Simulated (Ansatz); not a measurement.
Ideal-gas functions of H$_{5}$InN$_{2}$S (`[NH2][In]([NH2])[SH]`) at 500 K and 1 bar, from an Ansatz frequency run at PBE0-D4/def2-TZVP.

Molar mass 179.94 g/mol, point group C1 (symmetry number 1), electronic degeneracy 1, moments of inertia 108.038, 213.011, 320.063 u Å². Harmonic wavenumbers (cm⁻¹, unscaled): 96, 116, 133, 171, 240, 260, 348, 410, 433, 601, 617, 655, 760, 803, 1555, 1560, 2714, 3561, 3565, 3662, 3665.

Use S(trans) = R[1.5 ln M + 2.5 ln T − 1.1517]; rotational temperatures θ = 24.2544 K / I; S(rot) = R[ln(√π/σ · √(T³/θAθBθC)) + 1.5]; for each mode x = 1.438777 ν̃/T, S = R[x/(eˣ − 1) − ln(1 − e⁻ˣ)] and H = RT x/(eˣ − 1); 1 cm⁻¹ = 0.0119627 kJ/mol; R = 8.31446 J/(mol·K).

Q: By hand: the entropy, in J/(mol·K).

A: Translation 184.4. Rotation: θ = 0.2245, 0.1139, 0.0758 K, giving 120.7. Vibration, mode by mode: 19.04, 17.48, 16.35, 14.29, 11.56, 10.92, 8.64, 7.41, 7.00, 4.72, 4.55, 4.18, 3.29, 2.98, 0.52, 0.52, 0.03, 0.00, 0.00, 0.00, 0.00, in all 133.5. Electronic 0.0. Sum 438.6 J/(mol·K).

Q: By hand: H − E and G − E in kJ/mol, counted from the electronic energy.

A: Zero-point energy ½ × 25925 × 0.0119627 = 155.1; thermal vibration 33.2; translation, rotation and pV give 4 RT = 16.6. H − E = 204.9 kJ/mol, and G − E = 204.9 − 500 × 438.6/1000 = -14.4 kJ/mol.

Vibration gives 30 % of the entropy, 52.9 J/(mol·K) of it from the modes under 150 cm⁻¹: soft modes count most, and the harmonic formula is weakest for them. The sum counts one conformer and one mirror image; others add a mixing term.
